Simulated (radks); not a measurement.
Results of a calculation; reference values are marked as such.
Polarisability of the zirconium ion Zr+, [Kr] 4d2 5s1, at imaginary frequency. Code: a radial shooting solver on a logarithmic mesh with Libxc functionals. Model: scalar-relativistic Kohn-Sham, exchange-only LDA, spin-unpolarised, spherical densities, finite nucleus; Fermi nuclear charge, rms radius 4.2694 fm. Response by self-consistent Sternheimer equations with the Hartree and adiabatic exchange-only LDA kernel, the relativistic mass of each level held fixed and spin-orbit coupling left out.

w (hartree)  alpha1(iw) (bohr^3)
0.00266                    57.17
0.0143                     56.78
0.0360                     54.69
0.0697                     49.02
0.118                      39.34
0.186                      28.35
0.280                      19.19
0.413                      12.72
0.605                      8.364
0.892                      5.375
1.35                       3.244
2.12                       1.729
3.59                      0.7655
6.94                      0.2700
17.5                     0.06463

Static values: alpha1 = 57.18 bohr^3 (8.474 angstrom^3; uncoupled 96.04). C6 = 487.6, triple-dipole C9 = 19250 atomic units. One-pole (London) frequency 4 C6 / (3 alpha1^2) = 0.199 hartree, against 0.330 for minus the highest occupied eigenvalue.
